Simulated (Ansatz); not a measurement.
Pulling on the Ge1–Cl2 bond in ClGeH3 (SMILES [Cl][GeH3]) (multiplicity 1 held, fragments rigid). Energies count from the point at 2.175 Å.
Geometry at that point (charge 0, multiplicity 1):
```xyz
5

Ge    -0.684     0.032     0.004
Cl     1.488    -0.069    -0.008
H     -1.070     1.467    -0.374
H     -1.143    -0.327     1.422
H     -1.186    -0.983    -1.030
```

Active spaces are followed from a long bond inwards.

Correlated levels freeze the cores. Filled d and f shells under p-block atoms count as core.

Programs: Ansatz (a first-principles code). Each number belongs to the level named beside it.

### Question
What is the computed energy at R = 6.960 Å (FIC-MRCISD+Q on CASSCF(6,4)/def2-SVP)?

### Answer
89.9 kcal/mol

Doubts at one or more of the structures used: active orbitals that take no part (FIC-MRCISD+Q on CASSCF(6,4)/def2-SVP).
